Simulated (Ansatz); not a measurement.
`B[Te][SiH2]N` + HI → `N[SiH2]I` + `B[TeH]`  (ligand exchange at the Si–Te bond)

Isolated molecules relaxed with PBE0-D4/def2-TZVP in Ansatz; ΔE leaves out vibrations. CCSD(T)/CBS adds triple-zeta CCSD(T) − MP2 to the extrapolated MP2 energy (def2 sets, frozen cores). Functionals use def2-TZVPP. B3LYP here is the variant with VWN-RPA as its local correlation; programs differ in this. HSE06 is defined as in plane-wave codes. Elements past krypton have def2 core potentials. For I, Te outer-core shells are correlated without core-valence functions, which leaves a few kJ/mol of doubt a bond. One conformer a species, not always the lowest.

| level | ΔE (kJ/mol) | difference from CCSD(T)/CBS |
| --- | --- | --- |
| LDA (SPW92) | -33.9 | 4.9 |
| PBE-D4 | -34.0 | 4.8 |
| revPBE-D4 | -32.7 | 6.1 |
| BLYP-D4 | -34.6 | 4.2 |
| r2SCAN-D4 | -38.8 | 0.0 |
| B97M-V | -40.0 | -1.2 |
| B3LYP-D4 | -37.1 | 1.7 |
| r2SCAN0-D4 | -40.0 | -1.2 |
| HSE06-D4 | -36.7 | 2.1 |
| BHLYP-D4 | -40.5 | -1.7 |
| CAM-B3LYP-D4 | -39.6 | -0.8 |
| ωB97X-V | -40.4 | -1.6 |
| ωB97M-V | -40.2 | -1.4 |
| B2PLYP | -40.5 | -1.7 |
| PBE-QIDH | -39.4 | -0.6 |
| PBE | -37.5 | 1.3 |
| revPBE | -39.5 | -0.7 |
| BLYP | -41.3 | -2.5 |
| r2SCAN | -40.0 | -1.2 |
| PBE0 | -39.9 | -1.1 |
| B3LYP | -42.6 | -3.8 |
| r2SCANh | -40.5 | -1.7 |
| r2SCAN0 | -41.3 | -2.5 |
| CAM-B3LYP | -43.1 | -4.3 |
| LC-ωPBE | -41.5 | -2.7 |
| RPA@PBE/def2-TZVPP | -34.7 | 4.1 |
| HF/def2-SVP | -46.1 | -7.3 |
| MP2/def2-SVP | -33.1 | 5.7 |
| CCSD(T)/def2-SVP | -31.7 | 7.1 |
| HF/def2-TZVPP | -51.4 | -12.6 |
| MP2/def2-TZVPP | -36.4 | 2.4 |
| SCS-MP2/def2-TZVPP | -38.3 | 0.5 |
| CCSD/def2-TZVPP | -38.3 | 0.5 |
| CCSD(T)/def2-TZVPP | -35.8 | 3.0 |
| HF/def2-QZVPP | -51.9 | -13.1 |
| MP2/def2-QZVPP | -38.3 | 0.5 |
| SCS-MP2/def2-QZVPP | -40.1 | -1.3 |
| HF/CBS(def2) | -52.0 | -13.2 |
| MP2/CBS(def2) | -39.3 | -0.5 |
| CCSD/CBS(def2) | -41.2 | -2.4 |
| CCSD(T)/CBS | -38.8 | 0 |

Largest T1 diagnostic among the species: 0.015.

At CCSD(T), def2-SVP lies +7.1 kJ/mol from the extrapolated value and def2-TZVPP +3.0 kJ/mol. From BLYP to BHLYP (50 % exact exchange), in def2-TZVPP and without D4, ΔE moves by −4.1 kJ/mol. In def2-TZVPP, CCSD(T) changes the Hartree–Fock value by +15.6 kJ/mol (the triples alone add +2.5 kJ/mol) and MP2 by +15.0 kJ/mol.
